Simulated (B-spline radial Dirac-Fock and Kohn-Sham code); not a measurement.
## Relativistic shifts of the levels of Tl³⁴⁺

System: the Tl³⁴⁺ ion, [Kr] 4d10 4f1.

Both columns are ΔSCF binding energies of the configuration average from an atomic code on a B-spline grid: non-relativistic Hartree-Fock with a point nucleus, and Dirac-Fock with a finite nucleus and the Coulomb interaction alone, averaged over the two j levels with weights 2j+1.

```
shell  Hartree-Fock (eV)  Dirac-Fock (eV)  shift (eV)  shift (%)
   1s            78848.0          87348.1    +8500.12     +10.78
   2s            14480.3          16770.6    +2290.26     +15.82
   2p            13962.1          14738.1     +776.02      +5.56
   3s             4486.0           5072.2     +586.17     +13.07
   3p             4243.1           4467.7     +224.58      +5.29
   3d             3796.7           3778.7      -18.04      -0.48
   4s             1890.8           2071.4     +180.58      +9.55
   4p             1780.4           1852.1      +71.73      +4.03
   4d             1578.6           1579.2       +0.57      +0.04
   4f             1343.5           1327.6      -15.93      -1.19
```

Relativity binds 1s, 2s, 2p, 3s, 3p, 4s, 4p, 4d more strongly, among those listed most of all 2s in relative terms, and 3d, 4f more weakly, because the contracted s and p shells screen the nucleus better.

Values without a named source are computed, but for edge energies of neutral atoms, which are taken from tables.
